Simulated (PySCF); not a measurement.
## Spinor energies of Eu⁺ (europium, charge +1)

Start: [Xe] 4f7 6s1; 4f5/2 filled at m_j = -5/2, -3/2, -1/2, +1/2, +3/2, +5/2; 4f7/2 filled at m_j = +7/2; 6s1/2 filled at m_j = +1/2. Calculated with PySCF 2.14 in x2c-TZVPall-2c with one added diffuse shell each of s, p, d, f type (12s12p11d5f1g, 147 functions): generalised Hartree-Fock with the X2C-1e Hamiltonian and a Gaussian nucleus; one run each with spin-orbit coupling (SO) switched off, then screened by Boettger's factors.

```
spinor shell  electrons  ε, spin-free (eV)  ε, screened SO (eV)  weight of nominal j (screened SO)  rms radius, screened SO (bohr)
       1s1/2          2           -48765.4             -48756.8                              1.000                          0.0254
       2s1/2          2            -8130.8              -8128.2                              1.000                           0.103
       2p1/2          2            -7239.2              -7695.4                              1.000                          0.0881
       2p3/2          4            -7239.2              -7043.0                              1.000                          0.0944
       3s1/2          2            -1842.5              -1841.8                              1.000                           0.266
       3p1/2          2            -1559.3              -1654.2                              1.000                           0.257
       3d3/2          4            -1179.6              -1197.1                              0.995                           0.242
       3d5/2          6            -1179.6              -1167.2                              0.996                           0.246
       4s1/2          2            -392.19              -391.98                              1.000                           0.602
       4p1/2          2            -296.44              -318.79                              0.966                           0.621
       4p3/2          4            -296.44              -286.60                              0.983                           0.648
       4d3/2          4            -159.85              -165.49                              0.722                           0.705
       4d5/2          6            -159.85              -155.94                              0.814                           0.711
       5s1/2          2            -60.624              -60.595                              1.000                            1.50
       5p1/2          2            -35.365              -38.900                              0.875                            1.69
       5p3/2          4            -35.365              -33.795                              0.938                            1.80
       4f5/2          6            -20.487              -20.481                              0.546                            1.02
       4f7/2          1            -20.487              -20.072                              1.000                            1.03
       6s1/2          1            -10.494              -10.497                              1.000                            4.30
```

(1) Where does 3p3/2 lie, and what is the 3p spin-orbit splitting (screened SO)?

| quantity | spin-free | screened SO |
| --- | --- | --- |
| E (hartree) | -10836.55720 | -10843.15744 |
| M_J | 4 | 4 |
| ⟨J²⟩ | 20.007 | 20.007 |
| ⟨L²⟩ | 0.000 | 0.098 |
| ⟨S²⟩ | 20.007 | 19.940 |

Each row is a mean over spinors that exchange with the open shell spreads, by up to 17.862 eV (4d5/2).

Rows whose weight is well below 1 are mixtures of j = l ± 1/2: exchange outweighs spin-orbit coupling there, and the label is only the starting occupation.

Breit and QED terms are absent; they matter most for the inner s and p1/2 levels.

Densities and radii are taken from the X2C orbitals without a picture-change correction, which distorts them close to the nucleus.

Without spin-orbit coupling the j labels of p, d and f shells carry no meaning; the spin-free column gives the mean over the occupied spinors of each nl shell.

## Answers

(1) At -1518.0 eV, 136.27 eV above 3p1/2.
